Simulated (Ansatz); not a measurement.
# Molecular dynamics of BClFH2NOSi

The input (input.yaml):

```yaml
crystal:
  periodic: [false, false, false]
  atoms:
    - { symbol: "N", position_ang: [-0.733403, -1.34236, 0.089368] }
    - { symbol: Si, position_ang: [0.26264, 0.039154, 0.273035] }
    - { symbol: Cl, position_ang: [2.158116, -0.541773, 0.960816] }
    - { symbol: O, position_ang: [0.485884, 0.853313, -1.234053] }
    - { symbol: B, position_ang: [-0.037824, 1.730693, -0.379618] }
    - { symbol: F, position_ang: [-0.39433, 2.972926, -0.40344] }
    - { symbol: H, position_ang: [-1.360991, -1.563537, 0.861416] }
    - { symbol: H, position_ang: [-0.288091, -2.205415, -0.223322] }
magnetization:
  spin_polarized: true
basis:
  gaussian: { orbitals: STO-3G }
hamiltonian:
  xc: hf
md:
  timestep: 0.5
  n_steps: 115
  ensemble: nvt_nose_hoover
  temperature: 2000.0
  initial_velocities: maxwell_boltzmann
  seed: 525160
```

Run as:

```bash
$ ansatz run input.yaml --threads 1 --pin off --max-ram 2048MiB --backend cpu --events-out ev --progress --plain --runs-dir out
```

It starts from a relaxed structure.

Output, in part (one step line in 4, the closing report, with atoms numbered from 0):

```
md step     0: t =     0.00 fs  T =  2000.0 K  F+E_penalty+E_count = -26979.61369670 eV  E_kin = 1.551120 eV  conserved = -26978.06257671 eV  (36 SCF iters)
md step     4: t =     2.00 fs  T =  1618.7 K  F+E_penalty+E_count = -26979.31233577 eV  E_kin = 1.255415 eV  conserved = -26978.05694430 eV  (30 SCF iters)
md step     8: t =     4.00 fs  T =  1494.4 K  F+E_penalty+E_count = -26979.21820651 eV  E_kin = 1.159017 eV  conserved = -26978.05939360 eV  (30 SCF iters)
md step    12: t =     6.00 fs  T =  1325.5 K  F+E_penalty+E_count = -26979.08395485 eV  E_kin = 1.027969 eV  conserved = -26978.05659156 eV  (31 SCF iters)
md step    16: t =     8.00 fs  T =  1535.3 K  F+E_penalty+E_count = -26979.25140085 eV  E_kin = 1.190700 eV  conserved = -26978.06197101 eV  (32 SCF iters)
md step    20: t =    10.00 fs  T =  1285.4 K  F+E_penalty+E_count = -26979.05240279 eV  E_kin = 0.996883 eV  conserved = -26978.05772730 eV  (32 SCF iters)
md step    24: t =    12.00 fs  T =  1142.6 K  F+E_penalty+E_count = -26978.94140424 eV  E_kin = 0.886135 eV  conserved = -26978.05846756 eV  (32 SCF iters)
md step    28: t =    14.00 fs  T =  1083.5 K  F+E_penalty+E_count = -26978.89432403 eV  E_kin = 0.840301 eV  conserved = -26978.05851682 eV  (31 SCF iters)
md step    32: t =    16.00 fs  T =  1222.4 K  F+E_penalty+E_count = -26979.00303432 eV  E_kin = 0.948062 eV  conserved = -26978.06099754 eV  (32 SCF iters)
md step    36: t =    18.00 fs  T =  1080.3 K  F+E_penalty+E_count = -26978.88870895 eV  E_kin = 0.837844 eV  conserved = -26978.05893878 eV  (33 SCF iters)
md step    40: t =    20.00 fs  T =   806.1 K  F+E_penalty+E_count = -26978.67277753 eV  E_kin = 0.625168 eV  conserved = -26978.05741251 eV  (32 SCF iters)
md step    44: t =    22.00 fs  T =   789.8 K  F+E_penalty+E_count = -26978.66128878 eV  E_kin = 0.612552 eV  conserved = -26978.06048062 eV  (32 SCF iters)
md step    48: t =    24.00 fs  T =   806.1 K  F+E_penalty+E_count = -26978.66952639 eV  E_kin = 0.625184 eV  conserved = -26978.05803368 eV  (33 SCF iters)
md step    52: t =    26.00 fs  T =   964.8 K  F+E_penalty+E_count = -26978.79264883 eV  E_kin = 0.748229 eV  conserved = -26978.06113097 eV  (33 SCF iters)
md step    56: t =    28.00 fs  T =   632.9 K  F+E_penalty+E_count = -26978.52797978 eV  E_kin = 0.490869 eV  conserved = -26978.05642325 eV  (76 SCF iters)
md step    60: t =    30.00 fs  T =   736.8 K  F+E_penalty+E_count = -26978.61155513 eV  E_kin = 0.571452 eV  conserved = -26978.06213905 eV  (31 SCF iters)
md step    64: t =    32.00 fs  T =   605.0 K  F+E_penalty+E_count = -26978.50004071 eV  E_kin = 0.469212 eV  conserved = -26978.05552779 eV  (32 SCF iters)
md step    68: t =    34.00 fs  T =   895.8 K  F+E_penalty+E_count = -26978.72874475 eV  E_kin = 0.694782 eV  conserved = -26978.06254332 eV  (33 SCF iters)
md step    72: t =    36.00 fs  T =   525.0 K  F+E_penalty+E_count = -26978.43060863 eV  E_kin = 0.407191 eV  conserved = -26978.05552338 eV  (33 SCF iters)
md step    76: t =    38.00 fs  T =   756.2 K  F+E_penalty+E_count = -26978.61283378 eV  E_kin = 0.586469 eV  conserved = -26978.06197320 eV  (32 SCF iters)
md step    80: t =    40.00 fs  T =   636.3 K  F+E_penalty+E_count = -26978.50783873 eV  E_kin = 0.493518 eV  conserved = -26978.05416673 eV  (34 SCF iters)
md step    84: t =    42.00 fs  T =  1060.2 K  F+E_penalty+E_count = -26978.84064129 eV  E_kin = 0.822275 eV  conserved = -26978.06382418 eV  (33 SCF iters)
md step    88: t =    44.00 fs  T =   704.9 K  F+E_penalty+E_count = -26978.55071730 eV  E_kin = 0.546671 eV  conserved = -26978.05569675 eV  (35 SCF iters)
md step    92: t =    46.00 fs  T =   879.1 K  F+E_penalty+E_count = -26978.68547982 eV  E_kin = 0.681757 eV  conserved = -26978.06078747 eV  (33 SCF iters)
md step    96: t =    48.00 fs  T =   709.9 K  F+E_penalty+E_count = -26978.54233331 eV  E_kin = 0.550563 eV  conserved = -26978.05545621 eV  (32 SCF iters)
md step   100: t =    50.00 fs  T =  1041.4 K  F+E_penalty+E_count = -26978.80060149 eV  E_kin = 0.807693 eV  conserved = -26978.06315342 eV  (32 SCF iters)
md step   104: t =    52.00 fs  T =   865.6 K  F+E_penalty+E_count = -26978.64911965 eV  E_kin = 0.671293 eV  conserved = -26978.05679017 eV  (34 SCF iters)
md step   108: t =    54.00 fs  T =   895.2 K  F+E_penalty+E_count = -26978.66654028 eV  E_kin = 0.694247 eV  conserved = -26978.05853413 eV  (36 SCF iters)
md step   112: t =    56.00 fs  T =   848.2 K  F+E_penalty+E_count = -26978.62183678 eV  E_kin = 0.657822 eV  conserved = -26978.05915000 eV  (35 SCF iters)
md step   115: t =    57.50 fs  T =   798.7 K  F+E_penalty+E_count = -26978.57439692 eV  E_kin = 0.619402 eV  conserved = -26978.05564657 eV  (91 SCF iters)
Total energy: -26978.57439692 eV, -991.4443223524 hartree
Atom 0 at    -0.695087    -1.255367     0.065192 Å, force     0.443540     6.091068     0.148637 eV/Å
Atom 1 at     0.353416     0.142158     0.473183 Å, force    -2.042764     0.888028    -0.773449 eV/Å
Atom 2 at     2.188464    -0.813305     0.927369 Å, force     0.193013     0.434400    -0.117202 eV/Å
Atom 3 at     0.639116     1.008951    -1.078705 Å, force    -0.496667     0.085035    -0.241693 eV/Å
Atom 4 at    -0.084178     1.942194    -0.509704 Å, force     2.134763    -4.717754     1.161488 eV/Å
Atom 5 at    -0.730560     3.002960    -0.659774 Å, force    -0.855698     1.832657     0.023120 eV/Å
Atom 6 at    -1.072428    -1.694281     0.849167 Å, force    -1.133496    -1.423281     2.304671 eV/Å
Atom 7 at    -0.303458    -1.908551    -0.514744 Å, force     1.757309    -3.190153    -2.505572 eV/Å
Dipole moment:    -0.524634     0.559881     0.025522 e Å
```

The run went to its last step. The conserved energy stayed within 1.2 meV per atom of its start (net change 0.87 meV per atom), so the integration is sound. The mean temperature of the second half is 60 % below the set value. A run of 0.058 ps of so small a system gives no equilibrium averages. Limits of this set-up: minimal basis.

The same pairs are bonded in the first frame and the last. Pairs count as bonded within 1.25 times the sum of covalent radii (0.12 Å more for H–H).

Last frame:

```xyz
8
Properties=species:S:1:pos:R:3
N -0.695 -1.255 0.065
Si 0.353 0.142 0.473
Cl 2.188 -0.813 0.927
O 0.639 1.009 -1.079
B -0.084 1.942 -0.510
F -0.731 3.003 -0.660
H -1.072 -1.694 0.849
H -0.303 -1.909 -0.515
```

Time of the run: 4.1 min on 1 thread of Intel(R) Xeon(R) Platinum 8259CL CPU @ 2.50GHz (Skylake/Cascade Lake), with other jobs on the host, peak memory 0.13 GiB.
